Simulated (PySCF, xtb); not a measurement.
Ta(F)4(NH2) (F4H2NTa), SMILES [NH2][Ta]([F])([F])([F])[F], multiplicity 1. The values are those of a single conformer.

Harmonic wavenumbers (cm⁻¹) from GFN2-xTB in xtb at its own minimum, in rising order: 94, 121, 169, 179, 189, 224, 245, 376, 385, 412, 440, 489, 532, 563, 643, 1507, 3390, 3407.

What does PBE-D3(BJ)/def2-SVP in PySCF 2.14.0 give at its own minimum? (An estimate is asked for; the answer gives what the named calculation found.)

105, 116, 186, 189, 200, 227, 266, 429, 455, 626, 641, 675, 676, 680, 708, 1435, 3474, 3585. Paired by order, the mean absolute difference is 81 cm⁻¹ and the zero-point energies are 19.1 and 21.0 kcal/mol.
